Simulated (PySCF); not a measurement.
**Correlation energy of Ag⁺ (silver, charge +1)**

[Kr] 4d9 5s1, high-spin 3D determinant (an excited configuration). Computed with PySCF 2.14 in x2c-TZVPPall with one added diffuse shell each of s, p, d, f type (9s7p7d3f1g, 95 functions), with the spin-free X2C one-electron Hamiltonian (Gaussian nucleus). Frozen: [Kr]; 10 electrons correlated.

```tsv
level	correlation energy (mhartree)
CCSD	-304.86
(T)	-9.30
CCSD(T)	-314.16
```

Diagnostics: T1 = 0.0092, D1 = 0.0381, largest double amplitude 0.022.

Cost of the coupled-cluster step: of the order of 28 core-seconds, for 10 correlated electrons.
